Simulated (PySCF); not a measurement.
C6H8ClFSi2, SMILES F[SiH2]c1ccc([SiH2]Cl)cc1 (GFN2-xTB optimised geometry):

```
18

Si     0.086     0.584     0.000
F     -0.328    -0.056     1.421
C     -0.634    -0.528    -1.336
C     -0.441    -0.240    -2.685
C     -0.967    -1.049    -3.673
C     -1.710    -2.183    -3.353
C     -1.903    -2.472    -2.004
C     -1.377    -1.663    -1.016
Si    -2.454    -3.315    -4.666
Cl    -1.940    -2.649    -6.499
H     -0.512     1.912     0.000
H      1.542     0.584     0.000
H      0.132     0.634    -2.963
H     -0.799    -0.798    -4.711
H     -2.476    -3.347    -1.728
H     -1.542    -1.912     0.022
H     -1.933    -4.674    -4.517
H     -3.914    -3.307    -4.575
```

Computed with PySCF 2.14.0 with PBE0/def2-SVP.

### Question
What are the frontier orbital energies and the dipole moment?

### Answer
HOMO-2 -8.71 eV, HOMO-1 -7.74 eV, HOMO -7.71 eV, LUMO -1.18 eV, LUMO+1 -0.47 eV; dipole moment 0.34 D.

On the same geometry PBE/def2-SVP (PySCF) gives HOMO-2 -7.30 eV, HOMO-1 -6.69 eV, HOMO -6.66 eV, LUMO -1.97 eV, LUMO+1 -1.38 eV; dipole moment 0.31 D.

Meta-Löwdin charges at PBE0/def2-SVP: Si1 0.92, F2 -0.48, C3 -0.23, C4 -0.10, C5 -0.09, C6 -0.22, C7 -0.10, C8 -0.09, Si9 0.67, Cl10 -0.27, H11 -0.12, H12 -0.12, H13 0.10, H14 0.11, H15 0.10, H16 0.11, H17 -0.10, H18 -0.10.
